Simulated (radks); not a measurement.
Values are calculated unless marked as measured or tabulated.
Task: Radial electron density D(r) = 4 pi r^2 rho(r) of an atom or ion with 10 electrons. Level of theory: non-relativistic Kohn-Sham, LB94 model potential, spin-polarised, spherical densities, point nucleus (a radial shooting solver on a logarithmic mesh with Libxc functionals).

```
   r/bohr * D(r) (the largest magnitude, 18.3, reaches the edge; | marks zero)
 0.006275 |  *
 0.006963 |   *
 0.007665 |    *
 0.008437 |    *
 0.009362 |      *
  0.01031 |       *
  0.01143 |        *
  0.01259 |          *
  0.01397 |            *
  0.01537 |              *
  0.01706 |                *
  0.01878 |                  *
  0.02067 |                     *
  0.02293 |                        *
  0.02525 |                            *
  0.02801 |                               *
  0.03083 |                                   *
  0.03421 |                                       *
  0.03766 |                                          *
  0.04179 |                                              *
    0.046 |                                                *
  0.05063 |                                                   *
  0.05618 |                                                     *
  0.06185 |                                                      *
  0.06862 |                                                      *
  0.07554 |                                                     *
  0.08382 |                                                   *
  0.09226 |                                                 *
   0.1024 |                                              *
   0.1127 |                                           *
    0.124 |                                        *
   0.1376 |                                     *
   0.1515 |                                    *
   0.1681 |                                   *
   0.1851 |                                    *
   0.2053 |                                      *
    0.226 |                                        *
   0.2508 |                                            *
   0.2761 |                                               *
   0.3039 |                                                 *
   0.3372 |                                                  *
   0.3712 |                                                  *
   0.4118 |                                               *
   0.4533 |                                           *
    0.503 |                                     *
   0.5537 |                               *
   0.6144 |                        *
   0.6763 |                  *
   0.7444 |            *
    0.826 |       *
   0.9093 |    *
    1.009 |  *
    1.111 |*
    1.232 |*
    1.356 *
    1.505 *
    1.657 *
```

What is the nuclear charge?

Result: Z = 16. The innermost maximum, from 1s, lies near 1/Z = 0.0625 bohr (found: 0.0665), and its height grows with Z. The density is that of the sulfur ion S6+ in [Ne]; the configuration itself is not fixed sharply by these data, and Z only to about a unit. D(r) has 2 maxima, at r = 0.0665, 0.343 bohr, and minima at 0.167 bohr, inside which lie 2.21 electrons.
